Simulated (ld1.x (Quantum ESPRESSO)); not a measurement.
# C, ultrasoft: configuration errors across variants

```json
{
  "Element": "C (Z = 6)",
  "Generator": "ld1.x (Quantum ESPRESSO) 7.5",
  "Type": "ultrasoft",
  "Functional": "PBE",
  "Relativity": "non-relativistic",
  "Frozen core": "[He]",
  "Valence charge": "4",
  "Reference configuration": "2s2 2p2",
  "Partial waves": "2s (bound): rcut 0.95, rcutus 1.30 bohr; 2s channel at 4.2 Ry: rcut 0.95, rcutus 1.30 bohr; 2p (bound): rcut 2.40, rcutus 2.85 bohr; 2p channel at 1.6 Ry: rcut 2.40, rcutus 2.85 bohr",
  "Local potential": "all-electron potential smoothed inside 1.30 bohr (lloc = -2)",
  "Core correction": "none",
  "Augmentation charge": "PSQ, radius 1.00 bohr"
}
```

All-electron excitation energies from the reference (eV): (1) 2s2 2p1 10.865; (2) 2s2 2p0 35.025; (3) 2s1 2p0 83.198; (4) 2s0 2p4 16.945; (5) 2s2 2p2.3 -1.159; (6) 2s1 2p3 8.463; (7) 2s2 2p1.5 3.965.

1 further variants failed, have other tests or too few solved ones, and are left out.

Errors AE − PS in meV (a dash: test not solved or not reliable):

| change | (1) | (2) | (3) | (4) | (5) | (6) | (7) | bound ghosts |
| --- | --- | --- | --- | --- | --- | --- | --- | --- |
| base | +6.7 | +90 | +239 | +16 | +0.3 | +3.5 | +1.2 | none |
| type TM; waves now 2s (bound): rc 1.30 bohr; 2p (bound): rc 2.85 bohr; local potential all-electron potential smoothed inside 2.70 bohr (lloc = -2) | +104 | +971 | +1872 | -83 | +0.6 | -20 | +14 | none |
| all radii scaled by about 1.04 (s 1.34, p 2.96 bohr, rcut 0.98/2.50); local potential all-electron potential smoothed inside 1.34 bohr (lloc = -2); augmentation PSQ, radius 1.04 bohr | +6.7 | +89 | +240 | +14 | +0.4 | +3.2 | +1.2 | none |
| core correction a·sin(br)/r model core inside 0.86 bohr | +4.3 | +55 | +144 | +19 | +0.3 | +4.3 | +0.9 | none |
| local potential all-electron potential smoothed inside 1.66 bohr (lloc = -2) | +6.8 | +90 | +240 | +16 | +0.4 | +3.5 | +1.3 | none |
| waves 2p (bound): rcut 2.40, rcutus 2.56 bohr; 2p channel at 1.6 Ry: rcut 2.40, rcutus 2.56 bohr | +6.5 | +91 | +241 | +17 | +0.3 | +3.7 | +1.1 | none |
| waves 2s (bound): rcut 0.95, rcutus 1.12 bohr; 2s channel at 4.2 Ry: rcut 0.95, rcutus 1.12 bohr | +7.0 | +94 | +235 | +21 | +0.4 | +4.6 | +1.3 | none |
| local potential all-electron potential smoothed inside 1.70 bohr (lloc = -1) | +6.7 | +90 | +239 | +16 | +0.4 | +3.5 | +1.2 | none |
| wave 2s channel at 4.2 Ry: rcut 0.95, rcutus 1.30 bohr becomes 2s channel at 2.68 Ry: rcut 0.95, rcutus 1.30 bohr | +6.7 | +90 | +239 | +16 | +0.3 | +3.5 | +1.2 | none |

**Question.** Give the same row for: augmentation PSQ, inside the norm-conserving radii.

**Answer.** +29, +265, +543, +0.2, +0.8, -0.4, +4.6; bound ghosts: none.
